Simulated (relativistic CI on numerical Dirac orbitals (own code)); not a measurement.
**Ru²⁺ (4d6) in a crystal field**

Calculated by Dirac-Coulomb-Breit CI, separate exchange-only KLI orbitals for each configuration, QED by a radiative potential, valence Slater integrals scaled by 0.65, one configuration in a parametric crystal field (own radial code).

Field parameters in Wybourne normalisation: D3d B²₀ = −7Dσ, B⁴₀ = −14Dq − 21Dτ, B⁴₃ = −14√(10/7) Dq; D4h B²₀ = −7Ds, B⁴₀ = 21(Dq − Dt), B⁴₄ = 21√(5/14) Dq; Td as Oh with Dq negative (B⁴₀ = 21Dq, B⁴₄ = √(5/14) B⁴₀). The field is a parameter set, without covalency.

S and J are read from ⟨S²⟩ = S(S + 1) and ⟨J²⟩ = J(J + 1) of each level; they are not fictitious spins.

Td, 10Dq = -9400 cm⁻¹, the lowest 10 levels:

```
E (cm⁻¹)  Degeneracy  Irrep     S     J
     0.0           1     A1  1.94  3.36
    84.5           3     T1  1.94  3.29
     117           2      E  1.93  3.22
     303           3     T2  1.96  3.12
     517           1     A2  2.00  3.00
    3830           3     T2  1.05  3.84
    4057           2      E  1.10  3.90
    4914           3     T1  1.08  4.61
    5110           1     A1  1.07  4.91
    8555           3     T2  1.69  3.86
```

D4h, 10Dq = 11500, Ds = 2690, Dt = -140 cm⁻¹, the lowest 10 levels:

| E (cm⁻¹) | Degeneracy | Irrep | S | J |
| --- | --- | --- | --- | --- |
| 0.0 | 1 | B1 | 1.08 | 4.15 |
| 36.7 | 1 | A1 | 0.28 | 4.45 |
| 72.8 | 2 | E | 1.07 | 3.99 |
| 2913 | 1 | B2 | 1.83 | 3.52 |
| 3099 | 2 | E | 1.89 | 3.39 |
| 3327 | 1 | B1 | 1.81 | 3.48 |
| 3394 | 1 | A1 | 1.86 | 3.21 |
| 3395 | 2 | E | 1.91 | 3.47 |
| 3657 | 1 | A2 | 1.90 | 2.83 |
| 3789 | 2 | E | 1.87 | 2.70 |

Td, 10Dq = -14050 cm⁻¹, the lowest 10 levels:

```csv
E (cm⁻¹),Degeneracy,Irrep,S,J
0.0,2,E,1.32,3.67
215,3,T2,1.22,3.69
408,1,A1,1.58,3.92
451,3,T1,1.53,3.84
1807,1,A2,2.00,3.00
2133,3,T2,1.84,3.24
2383,2,E,1.77,3.38
2854,3,T1,1.58,3.94
3089,1,A1,1.53,4.21
7171,3,T2,0.16,4.57
```

Td, 10Dq = -13250 cm⁻¹, the lowest 10 levels:

```tsv
E (cm⁻¹)	Degeneracy	Irrep	S	J
0.0	2	E	1.48	3.56
213	1	A1	1.70	3.72
272	3	T2	1.41	3.56
287	3	T1	1.68	3.65
1304	1	A2	2.00	3.00
1830	3	T2	1.69	3.39
2138	2	E	1.63	3.51
2761	3	T1	1.43	4.15
3016	1	A1	1.39	4.42
7341	3	T2	0.19	4.57
```

D3d, 10Dq = 28850, Dσ = -500, Dτ = 150 cm⁻¹, the lowest 16 levels:

| E (cm⁻¹) | Degeneracy | Irrep | S | J |
| --- | --- | --- | --- | --- |
| 0.0 | 1 | A1 | 0.02 | 4.53 |
| 22759 | 2 | E | 1.00 | 4.09 |
| 22873 | 2 | E | 1.00 | 4.04 |
| 22931 | 1 | A1 | 1.00 | 4.01 |
| 23429 | 1 | A2 | 1.00 | 3.86 |
| 23491 | 2 | E | 1.00 | 3.92 |
| 23964 | 1 | A1 | 1.01 | 3.73 |
| 26510 | 1 | A2 | 0.87 | 4.19 |
| 26612 | 2 | E | 0.86 | 4.20 |
| 27053 | 2 | E | 1.00 | 3.94 |
| 27600 | 2 | E | 1.00 | 3.81 |
| 27732 | 1 | A1 | 1.00 | 3.76 |
| 27967 | 1 | A2 | 1.00 | 3.81 |
| 28302 | 2 | E | 0.34 | 4.99 |
| 28473 | 1 | A2 | 0.32 | 4.97 |
| 35533 | 1 | A1 | 0.02 | 3.77 |

The free-ion ground term has S = 2. The field overcomes the spin-pairing energy for D4h, 10Dq = 11500, Ds = 2690, Dt = -140 cm⁻¹; Td, 10Dq = -14050 cm⁻¹; D3d, 10Dq = 28850, Dσ = -500, Dτ = 150 cm⁻¹, where the ground state has lower spin; these fields are assumed values.

Levels of this model without a field, named by their leading LS term (the scale mimics covalency, so terms lie below those of the real free ion): 5D_4 0, 5D_3 1116, 5D_2 1726, 5D_1 2139, 5D_0 2332, 3H_4 11531, 3H_6 11537, 3H_5 11823 cm⁻¹.
